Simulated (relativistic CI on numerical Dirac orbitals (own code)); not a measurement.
## Radial parameters of Er28+

Method of calculation: Dirac-Coulomb-Breit CI, separate exchange-only KLI orbitals for each configuration, QED by a radiative potential, unscaled Slater integrals (own radial code, finite nucleus).

Slater integrals F^k, G^k are unscaled and averaged over j, outside the closed core [Ar] 3d10; ζ comes from projecting the Hamiltonian with its Breit term on Σ l·s of the shell.

- 4s²4p⁶4d⁴: F^2(4d,4d) = 204850, F^4(4d,4d) = 139360, ζ(4d) = 35739 cm⁻¹; <r>(4d) = 0.4918, <r^2>(4d) = 0.2764 (bohr units).
- 4s²4p⁵4d⁵: ζ(4p) = 292790, F^2(4d,4d) = 204810, F^4(4d,4d) = 139330, F^2(4p,4d) = 207160, G^1(4p,4d) = 258640, G^3(4p,4d) = 165230, ζ(4d) = 35592 cm⁻¹; <r>(4p) = 0.4847, <r^2>(4p) = 0.2657, <r>(4d) = 0.4919, <r^2>(4d) = 0.2764 (bohr units).
- 4s²4p⁶4d³4f: F^2(4d,4d) = 204730, F^4(4d,4d) = 139280, ζ(4d) = 35714, F^2(4d,4f) = 204850, F^4(4d,4f) = 133850, G^1(4d,4f) = 216520, G^3(4d,4f) = 147920, G^5(4d,4f) = 108300, ζ(4f) = 5393.8 cm⁻¹; <r>(4d) = 0.4922, <r^2>(4d) = 0.2768, <r>(4f) = 0.472, <r^2>(4f) = 0.2534 (bohr units).

Give the Racah parameters of the d shell in 4s²4p⁶4d⁴.

B = F²/49 − 5F⁴/441 = 2601 cm⁻¹ and C = 35F⁴/441 = 11060 cm⁻¹.

Averages of the first 10 configurations, taken without configuration mixing, which lowers the lowest level and can move excited configurations by several eV; other configurations of the list can lie among them:

```csv
Configuration,Parity,States,Average energy above the lowest level (eV)
4s²4p⁶4d⁴,even,210,30.2
4s²4p⁵4d⁵,odd,1512,198.6
4s²4p⁶4d³4f,odd,1680,203.8
4s4p⁶4d⁵,even,504,328.4
4s4p⁶4d⁴4f,odd,5880,500.1
4s²4p⁶4d³5s,even,240,353.2
4s²4p⁶4d³5d,even,1200,477.4
4s²4p⁶4d³6s,even,240,614.3
4p⁶4d⁶,even,210,630.6
4p⁵4d⁷,odd,720,796.1
```
